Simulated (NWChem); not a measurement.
System meant: CHAlF$_{4}$O; SMILES [OH][Al]([F])[C](F)(F)F

NWChem input:

```
start job
memory heap 200 mb stack 900 mb global 1100 mb
geometry units angstroms noautoz
  Al    -0.151137     0.952055    -0.001484
  C      0.069208    -1.047600     0.000674
  F      1.371952    -1.438950     0.003203
  F     -0.512732    -1.615380    -1.094929
  F     -0.516546    -1.613226     1.095407
  F      1.197845     1.939937     0.000899
  O     -1.741912     1.546936    -0.005163
  H     -1.998040     2.482001    -0.006299
end
basis spherical
  Al library def2-svp
  C library def2-svp
  F library def2-svp
  O library def2-svp
  H library def2-svp
end
dft
  xc b3lyp
  iterations 4
  mulliken
end
task dft energy
```

End of the output:

```
    Atom       Charge   Shell Charges
 -----------   ------   -------------------------------------------------------
    1 Al  13    12.47   2.00  1.93  0.52  0.18  5.81  0.93  0.53  0.57
    2 C    6     5.94   1.96  0.65  0.37  1.67  0.97  0.32
    3 F    9     9.08   1.98  1.02  0.74  3.21  2.11  0.01
    4 F    9     9.09   1.98  1.03  0.74  3.22  2.12  0.01
    5 F    9     9.09   1.98  1.03  0.74  3.22  2.12  0.01
    6 F    9     9.22   1.98  1.01  0.77  3.22  2.24  0.00
    7 O    8     8.23   1.97  0.87  0.60  2.73  2.05  0.01
    8 H    1     0.90   0.55  0.17  0.18

 center of mass
 --------------
 x =   0.04623360 y =  -0.06218483 z =   0.00000000

 moments of inertia (a.u.)
 ------------------
        1206.638935363098           0.000012376380           0.000000000000
           0.000012376380         608.593484000487           0.000000000000
           0.000000000000           0.000000000000        1489.742281627887

     Multipole analysis of the density
     ---------------------------------

     L   x y z        total         alpha         beta         nuclear
     -   - - -        -----         -----         ----         -------
     0   0 0 0     -0.000000    -32.000000    -32.000000     64.000000

     1   1 0 0     -0.302948     -0.151474     -0.151474     -0.000000
     1   0 1 0      1.008686      0.504343      0.504343      0.000000
     1   0 0 1      0.000000      0.000000      0.000000      0.000000

     2   2 0 0    -35.421961   -127.875905   -127.875905    220.329849
     2   1 1 0     -3.594969      4.640430      4.640430    -12.875828
     2   1 0 1      0.000000      0.000000      0.000000      0.000000
     2   0 2 0    -29.959928   -272.441494   -272.441494    514.923060
     2   0 1 1      0.000000      0.000000      0.000000      0.000000
     2   0 0 2    -29.622293    -53.359277    -53.359277     77.096262

 ------------------------------------------------------------------------
 dft energy failed                                                                                  0
 ------------------------------------------------------------------------
 ------------------------------------------------------------------------
  current input line :
    25: task dft energy
 ------------------------------------------------------------------------
 ------------------------------------------------------------------------
 This type of error is most commonly associated with calculations not reaching convergence criteria
 ------------------------------------------------------------------------
 For more information see the NWChem manual at https://nwchemgit.github.io

0:dft energy failed:Received an Error in Communication
```

Problem. Find the fault in this run and fix the input.

Solution. The run did not converge; its last values are not results. Cause: the SCF was allowed too few iterations. This input runs:
```
start job
memory heap 200 mb stack 900 mb global 1100 mb
geometry units angstroms noautoz
  Al    -0.151137     0.952055    -0.001484
  C      0.069208    -1.047600     0.000674
  F      1.371952    -1.438950     0.003203
  F     -0.512732    -1.615380    -1.094929
  F     -0.516546    -1.613226     1.095407
  F      1.197845     1.939937     0.000899
  O     -1.741912     1.546936    -0.005163
  H     -1.998040     2.482001    -0.006299
end
basis spherical
  * library def2-svp
end
dft
  xc b3lyp
  iterations 150
  mulliken
end
task dft energy
```
It converges to -755.40462 Ha (B3LYP/def2-SVP).
